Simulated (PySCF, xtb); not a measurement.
B(F)(OH)(SH) (BFH2OS), SMILES B(S)(O)F.

GFN2-xTB in xtb at its own geometry gives an orbital gap of 5.33 eV and a dipole moment of 3.34 D.

The structure is a stationary point at B3LYP-D3(BJ)/def2-SVP. One conformer was computed; it need not be the lowest.

Problem. What does PySCF with CAM-B3LYP/def2-TZVPD give? (An estimate is asked for; the answer gives what the named calculation found.)

Solution. gap 9.39 eV (levels -9.25 and 0.14 eV), dipole 1.65 D.
